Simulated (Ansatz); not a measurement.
A nudged elastic band was laid between two geometries of H3P + H4Sn (9 atoms, charge 0, multiplicity 1).

Method: Ansatz 0.2.0, RKS PBE/def2-SVP.

```json
{
  "movable images": "8",
  "climbing image": "no",
  "spring": "5.0 eV/Å²",
  "optimiser": "quadratic models (default)",
  "start path": "through a guess of the saddle point",
  "force threshold": "0.05 eV/Å",
  "iteration limit": "60",
  "end points": "relaxed"
}
```

Image 0:

```xyz
9
Properties=species:S:1:pos:R:3
Sn 0.569 -0.125 -0.249
H 0.770 -0.201 1.462
H 2.106 0.089 -1.002
H -0.457 1.202 -0.649
H -0.146 -1.592 -0.807
P -3.627 0.149 1.838
H -3.239 -0.244 0.506
H -3.387 -1.172 2.361
H -2.290 0.582 2.161
```

Image 9:

```xyz
9
Properties=species:S:1:pos:R:3
Sn -0.562 -0.238 -0.741
H -0.013 0.620 3.852
H 0.963 -0.236 0.075
H -0.637 1.114 -1.818
H -0.714 -1.701 -1.658
P -2.403 0.031 1.002
H -3.436 -0.315 0.054
H -2.268 -1.337 1.443
H -0.631 0.749 3.411
```

Q: What changes between the two ends?

A: Bonds broken: Sn1–H2, P6–H9. Bonds formed: Sn1–P6, H2–H9. H3P + H4Sn becomes H2 + H5PSn.

Q: What energy profile does the band end with?

A: The forces met the threshold. The highest image is number 4 of 0 to 9, 48.5 kcal/mol above the first end and 51.6 kcal/mol above the last; the last end lies 3.1 kcal/mol below the first. Beside the main top the profile has a ripple of under 15 meV (maxima at images 4, 7), which may be a very shallow well or noise. Neighbouring images differ by up to 1.9 eV, so the band resolves the path poorly. No image climbed, so the highest image needn't sit at the top of the path. The orbitals stay closed-shell, which can raise the energy where a bond breaks towards radicals; this wasn't checked here.

```json
{"image": "0", "path coordinate (Å)": "0.00", "energy (kcal/mol)": "0.0", "Sn1–H2 (Å)": "1.72", "P6–H9 (Å)": "1.44", "Sn1–P6 (Å)": "4.69"}
{"image": "1", "path coordinate (Å)": "1.43", "energy (kcal/mol)": "0.1", "Sn1–H2 (Å)": "1.72", "P6–H9 (Å)": "1.44", "Sn1–P6 (Å)": "4.72"}
{"image": "2", "path coordinate (Å)": "2.85", "energy (kcal/mol)": "0.3", "Sn1–H2 (Å)": "1.73", "P6–H9 (Å)": "1.44", "Sn1–P6 (Å)": "4.42"}
{"image": "3", "path coordinate (Å)": "4.27", "energy (kcal/mol)": "5.3", "Sn1–H2 (Å)": "1.75", "P6–H9 (Å)": "1.46", "Sn1–P6 (Å)": "3.41"}
{"image": "4", "path coordinate (Å)": "5.69", "energy (kcal/mol)": "48.5", "Sn1–H2 (Å)": "2.36", "P6–H9 (Å)": "2.62", "Sn1–P6 (Å)": "2.95"}
{"image": "5", "path coordinate (Å)": "7.11", "energy (kcal/mol)": "6.9", "Sn1–H2 (Å)": "3.02", "P6–H9 (Å)": "2.96", "Sn1–P6 (Å)": "2.60"}
{"image": "6", "path coordinate (Å)": "8.53", "energy (kcal/mol)": "-2.5", "Sn1–H2 (Å)": "3.93", "P6–H9 (Å)": "3.71", "Sn1–P6 (Å)": "2.55"}
{"image": "7", "path coordinate (Å)": "9.94", "energy (kcal/mol)": "-2.2", "Sn1–H2 (Å)": "4.00", "P6–H9 (Å)": "4.23", "Sn1–P6 (Å)": "2.56"}
{"image": "8", "path coordinate (Å)": "11.36", "energy (kcal/mol)": "-2.8", "Sn1–H2 (Å)": "4.26", "P6–H9 (Å)": "3.57", "Sn1–P6 (Å)": "2.55"}
{"image": "9", "path coordinate (Å)": "12.78", "energy (kcal/mol)": "-3.1", "Sn1–H2 (Å)": "4.70", "P6–H9 (Å)": "3.08", "Sn1–P6 (Å)": "2.55"}
```

Q: What is the geometry of the highest image?

A: 
```xyz
9
Properties=species:S:1:pos:R:3
Sn -0.238 0.134 -0.261
H 0.188 -0.371 2.009
H 1.570 -0.029 -0.372
H -0.412 1.822 -0.546
H -0.755 -1.293 -1.069
P -2.981 0.010 0.820
H -3.123 -1.422 0.949
H -3.348 0.166 2.231
H -0.601 -0.329 1.859
```

The run took 4.5 min on 2 threads of Arm Neoverse V1, with other jobs on the host, peak memory 0.12 GiB.
